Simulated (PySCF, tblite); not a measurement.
Compound: C₇H₉NO.
Atom-mapped SMILES: `[CH3:1][CH2:2][O:3][c:4]1[cH:5][cH:6][cH:7][n:8][cH:9]1` (hydrogens: H10, H11, H12 on C1; H13, H14 on C2; H15 on C5; H16 on C6; H17 on C7; H18 on C9)

Computed with GFN2-xTB (tblite), gas phase: Langevin dynamics at 600 K from the optimised GFN2-xTB geometry, time step 0.5 fs, friction 0.01 fs⁻¹, 2000 steps. Over the second half of the run the saved frames average 570 K.

Frame at 250 fs, instantaneous temperature 403 K:
```
atom  x, y, z in Å
C1     -2.805   -1.337    1.220
C2     -1.876   -0.324    0.700
O3     -0.826   -1.242    0.380
C4      0.319   -0.589   -0.023
C5      1.532   -1.388   -0.114
C6      2.736   -0.784   -0.478
C7      2.758    0.518   -0.845
N8      1.590    1.266   -0.865
C9      0.426    0.802   -0.474
H10    -3.674   -0.793    1.773
H11    -3.498   -1.822    0.462
H12    -2.628   -2.171    1.844
H13    -2.376    0.124   -0.280
H14    -1.768    0.389    1.462
H15     1.385   -2.449    0.217
H16     3.762   -1.365   -0.490
H17     3.497    0.849   -1.456
H18    -0.429    1.427   -0.559
```

Frame at 425 fs, instantaneous temperature 636 K:
```
atom  x, y, z in Å
C1     -2.191   -2.314    1.644
C2     -1.454   -1.123    1.083
O3     -0.178   -1.576    0.866
C4      0.830   -0.931    0.183
C5      2.049   -1.573   -0.154
C6      3.096   -0.900   -0.794
C7      3.011    0.527   -0.816
N8      1.885    1.130   -0.398
C9      0.829    0.455    0.010
H10    -2.672   -2.140    2.652
H11    -2.969   -2.720    0.999
H12    -1.429   -2.995    1.883
H13    -1.858   -0.637    0.110
H14    -1.575   -0.223    1.697
H15     2.165   -2.635    0.103
H16     3.998   -1.408   -1.165
H17     3.813    1.100   -1.112
H18    -0.102    0.959    0.273
```

Frame at 625 fs, instantaneous temperature 725 K:
```
atom  x, y, z in Å
C1     -2.327   -2.391    1.586
C2     -1.252   -1.329    1.572
O3     -0.084   -1.741    1.006
C4      0.719   -0.852    0.408
C5      1.909   -1.359   -0.112
C6      2.752   -0.466   -0.694
C7      2.439    0.907   -0.747
N8      1.461    1.404   -0.079
C9      0.641    0.530    0.598
H10    -1.879   -3.393    1.761
H11    -3.133   -2.320    2.271
H12    -2.737   -2.507    0.589
H13    -1.645   -0.432    1.188
H14    -1.067   -1.097    2.636
H15     2.082   -2.380    0.165
H16     3.740   -0.646   -1.143
H17     3.036    1.645   -1.344
H18    -0.231    1.120    0.874
```

Frame at 800 fs, instantaneous temperature 514 K:
```
atom  x, y, z in Å
C1     -1.847   -2.567    1.923
C2     -1.498   -1.339    1.105
O3     -0.385   -1.661    0.173
C4      0.646   -0.809    0.211
C5      1.794   -1.308   -0.438
C6      2.870   -0.523   -0.706
C7      2.721    0.796   -0.183
N8      1.696    1.198    0.442
C9      0.669    0.478    0.740
H10    -0.890   -2.899    2.221
H11    -2.477   -2.488    2.802
H12    -2.373   -3.240    1.220
H13    -2.371   -1.102    0.465
H14    -1.191   -0.496    1.610
H15     1.589   -2.323   -0.707
H16     3.820   -0.775   -1.233
H17     3.455    1.515   -0.537
H18    -0.169    0.892    1.418
```

Frame at 1000 fs, instantaneous temperature 494 K:
```
atom  x, y, z in Å
C1     -1.793   -2.619    1.786
C2     -1.236   -1.366    1.302
O3     -0.291   -1.786    0.283
C4      0.722   -0.914    0.140
C5      1.752   -1.461   -0.654
C6      2.867   -0.646   -0.842
C7      2.886    0.603   -0.244
N8      1.893    1.226    0.305
C9      0.783    0.436    0.439
H10    -1.005   -3.115    2.318
H11    -2.617   -2.411    2.468
H12    -2.136   -3.149    0.965
H13    -2.053   -0.745    0.811
H14    -0.756   -0.693    2.088
H15     1.570   -2.445   -1.066
H16     3.741   -1.046   -1.362
H17     3.875    1.037   -0.370
H18     0.078    1.014    0.959
```

**Question.** What do single points at PBE0/pcSseg-1 (PySCF, gas phase) give on these frames?

**Answer.** 
```
t (fs)  GFN2-xTB E above start (eV)  DFT E above lowest frame (eV)  HOMO (eV)  LUMO (eV)  dipole (D)
   250                         1.92                           1.14      -6.76      -0.87        1.97
   425                         0.89                           0.12      -6.81      -0.77        1.82
   625                         0.90                           0.13      -6.81      -0.86        1.93
   800                         1.09                           0.32      -6.56      -0.50        2.25
  1000                         0.82                           0.00      -6.80      -0.89        2.27
```

Both levels order the frames alike by energy; measured from each level's lowest frame they differ by 0.05 eV at most. The HOMO–LUMO gap runs from 5.89 to 6.06 eV. These are instantaneous structures, not minima.

**Question.** And the isotropic GIAO shieldings (ppm) from the same runs?

**Answer.** 
| atom | 250 fs | 425 fs | 625 fs | 800 fs | 1000 fs | mean | range |
| --- | --- | --- | --- | --- | --- | --- | --- |
| C1 | 172.9 | 168.6 | 173.1 | 171.7 | 173.0 | 171.9 | 4.5 |
| C2 | 120.4 | 128.3 | 133.7 | 117.0 | 111.0 | 122.1 | 22.7 |
| O3 | 181.8 | 214.5 | 224.9 | 190.9 | 198.6 | 202.1 | 43.1 |
| C4 | 5.0 | 22.7 | 25.5 | 22.9 | 23.8 | 20.0 | 20.5 |
| C5 | 49.5 | 54.0 | 60.2 | 55.5 | 44.6 | 52.8 | 15.6 |
| C6 | 52.6 | 48.8 | 61.2 | 52.3 | 54.9 | 54.0 | 12.4 |
| C7 | 38.8 | 33.8 | 33.7 | 47.5 | 39.6 | 38.7 | 13.8 |
| N8 | -135.2 | -101.2 | -115.1 | -68.0 | -82.5 | -100.4 | 67.2 |
| C9 | 40.7 | 45.9 | 47.0 | 58.2 | 49.1 | 48.2 | 17.5 |
| H10 | 29.4 | 29.1 | 29.8 | 31.0 | 30.4 | 29.9 | 1.9 |
| H11 | 29.0 | 29.5 | 31.0 | 30.3 | 30.6 | 30.1 | 2.0 |
| H12 | 30.5 | 30.7 | 30.5 | 29.4 | 31.2 | 30.5 | 1.8 |
| H13 | 25.4 | 26.7 | 28.6 | 27.1 | 26.6 | 26.9 | 3.2 |
| H14 | 28.1 | 27.2 | 27.7 | 27.5 | 26.8 | 27.5 | 1.3 |
| H15 | 23.4 | 24.1 | 24.2 | 24.4 | 23.7 | 24.0 | 1.0 |
| H16 | 23.0 | 23.6 | 24.4 | 23.6 | 24.2 | 23.8 | 1.4 |

The cost below is that of the whole dynamics run. The run took 47 s wall on an Intel Xeon at 2.50 GHz with one thread, no GPU, on a shared host, and the process peaked at 0.18 GiB of memory.
